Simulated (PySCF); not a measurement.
# Zn²⁺: excitation energy

Zn²⁺ [Ar] 3d10 (1S) → Zn²⁺ [Ar] 3d9 4p1 (high-spin determinant), as a difference of total energies. Calculation: PySCF 2.14, in x2c-TZVPPall with one added diffuse shell each of s, p, d, f type (7s6p5d3f1g, 80 functions); scalar relativity by spin-free X2C-1e. Correlated levels: valence: [Ar] frozen. The calculations carry no spin-orbit coupling.

| method | excitation energy (cm⁻¹) |
| --- | --- |
| UHF | 123290 |
| MP2 (valence) | 142640 |
| SCS-MP2 (valence) | 140820 |
| CCSD (valence) | 137490 |
| CCSD(T) (valence) | 138110 |

The determinant of the upper state mixes LS terms, which raises its energy above the lowest term, most at the Hartree-Fock and MP2 levels.
